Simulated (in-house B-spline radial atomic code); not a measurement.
Cl¹⁰⁺. Computed with a B-spline radial atomic code. Model: all-electron spherical atom, spin shells full or empty, radial basis limit, no spin-orbit coupling, Breit or QED, empty-state partial waves extrapolated as (l+1/2)^-4, RPA, G0W0 and static COHSEX of the highest shell as one setting changes (uncorrelated shells keep exact exchange).

Empty levels are discrete states of a finite basis, so the steps are uneven.

Given: element Cl; charge 10; filled core He; hamiltonian non-relativistic; mean-field start Hartree-Fock; highest l of empty states 9; lowest nl shells left uncorrelated 0; highest mean-field shell 2p up; box radius 6.62 bohr.

Shell: 2s 1 1, 2p 3 0 (electrons up and down).

```json
{"highest empty level kept (hartree)": "40.33", "RPA correlation energy (hartree)": "-0.19968", "G0W0 level (eV)": "-530.5", "G0W0 minus most complete (meV)": "713.5", "COHSEX level (eV)": "-533.24", "linearised minus solved G0W0 (meV)": "-0.1"}
{"highest empty level kept (hartree)": "80.67", "RPA correlation energy (hartree)": "?", "G0W0 level (eV)": "?", "G0W0 minus most complete (meV)": "?", "COHSEX level (eV)": "?", "linearised minus solved G0W0 (meV)": "?"}
{"highest empty level kept (hartree)": "141.17", "RPA correlation energy (hartree)": "-0.27257", "G0W0 level (eV)": "-530.97", "G0W0 minus most complete (meV)": "245.8", "COHSEX level (eV)": "-534.67", "linearised minus solved G0W0 (meV)": "-0.1"}
{"highest empty level kept (hartree)": "242", "RPA correlation energy (hartree)": "-0.29973", "G0W0 level (eV)": "-531.09", "G0W0 minus most complete (meV)": "127.6", "COHSEX level (eV)": "-534.97", "linearised minus solved G0W0 (meV)": "-0.1"}
{"highest empty level kept (hartree)": "403.33", "RPA correlation energy (hartree)": "-0.3225", "G0W0 level (eV)": "-531.15", "G0W0 minus most complete (meV)": "60.8", "COHSEX level (eV)": "-535.13", "linearised minus solved G0W0 (meV)": "-0.1"}
{"highest empty level kept (hartree)": "726", "RPA correlation energy (hartree)": "?", "G0W0 level (eV)": "?", "G0W0 minus most complete (meV)": "?", "COHSEX level (eV)": "?", "linearised minus solved G0W0 (meV)": "?"}
{"highest empty level kept (hartree)": "1210", "RPA correlation energy (hartree)": "-0.34959", "G0W0 level (eV)": "-531.21", "G0W0 minus most complete (meV)": "8.9", "COHSEX level (eV)": "-535.25", "linearised minus solved G0W0 (meV)": "0"}
{"highest empty level kept (hartree)": "2420", "RPA correlation energy (hartree)": "-0.35624", "G0W0 level (eV)": "-531.21", "G0W0 minus most complete (meV)": "2.4", "COHSEX level (eV)": "-535.27", "linearised minus solved G0W0 (meV)": "0"}
{"highest empty level kept (hartree)": "4840", "RPA correlation energy (hartree)": "-0.35915", "G0W0 level (eV)": "-531.22", "G0W0 minus most complete (meV)": "0.4", "COHSEX level (eV)": "-535.27", "linearised minus solved G0W0 (meV)": "0"}
{"highest empty level kept (hartree)": "10083", "RPA correlation energy (hartree)": "-0.36", "G0W0 level (eV)": "-531.22", "G0W0 minus most complete (meV)": "0.1", "COHSEX level (eV)": "-535.27", "linearised minus solved G0W0 (meV)": "0"}
{"highest empty level kept (hartree)": "24200", "RPA correlation energy (hartree)": "-0.36029", "G0W0 level (eV)": "-531.22", "G0W0 minus most complete (meV)": "0", "COHSEX level (eV)": "-535.27", "linearised minus solved G0W0 (meV)": "0"}
{"highest empty level kept (hartree)": "80667", "RPA correlation energy (hartree)": "-0.36034", "G0W0 level (eV)": "-531.22", "G0W0 minus most complete (meV)": "0", "COHSEX level (eV)": "-535.27", "linearised minus solved G0W0 (meV)": "0"}
```

(1) What follows for highest empty level kept = 80.67?

(2) What follows for highest empty level kept = 726?

## Answers

(1) RPA correlation energy -0.24603 hartree; G0W0 level -530.82 eV; G0W0 minus most complete 396.6 meV; COHSEX level -534.25 eV; linearised minus solved G0W0 -0.1 meV.

(2) RPA correlation energy -0.3394 hartree; G0W0 level -531.19 eV; G0W0 minus most complete 23.4 meV; COHSEX level -535.22 eV; linearised minus solved G0W0 0 meV.
